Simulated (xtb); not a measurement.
boric acid (BH₃O₃), SMILES OB(O)O. All values are semi-empirical tight-binding results from xtb (GFN2-xTB unless named), good for trends rather than for accurate numbers. Coordinates come from a GFN2-xTB optimisation. Other conformers were not sampled.

Optimised geometry:

```xyz
7

O     -0.5860    -1.2470     0.0000
B     -0.0378    -0.0137     0.0000
O      1.3306     0.0894     0.0000
O     -0.8819     1.0491     0.0000
H      0.0642    -1.9487     0.0000
H      1.7057     0.9683     0.0000
H     -0.4828     1.9173     0.0000
```

Problem. Estimate the properties. (An estimate is asked for; the answer gives what the named calculation found.)

Solution. 
The point group as xtb finds it comes out as Cs and the orbital gap is 9.10 eV. The dipole moment comes out as 3.25 D, the zero-point energy is 28.6 kcal/mol and the G − E(el) at 298.15 K (modified RRHO) comes out as 12.0 kcal/mol. The static polarisability (D4 model) is 31.6 bohr³ and the solvation energy, GFN2-xTB/ALPB(water) is -13.4 kcal/mol. The solvation energy, GFN2-xTB/ALPB(acetone) is -11.9 kcal/mol.

Computed IR lines (harmonic; lines under 4 % of the strongest left out, lines within 3 cm⁻¹ merged):
ν (cm⁻¹): 473 (w), 521 (m), 594 (s), 905 (m), 953 (m), 1263 (vs), 1353 (s) (against the strongest line: vs over 80 %, s over 45 %, m over 15 %, w over 4 %, vw less)

Computed atomic charges and the Wiberg bond orders between heavy atoms:
charges (e) O1 -0.47, B2 0.55, O3 -0.52, O4 -0.49, H5 0.32, H6 0.30, H7 0.30. Bond orders O1–B2 1.15, B2–O3 1.08, B2–O4 1.12.
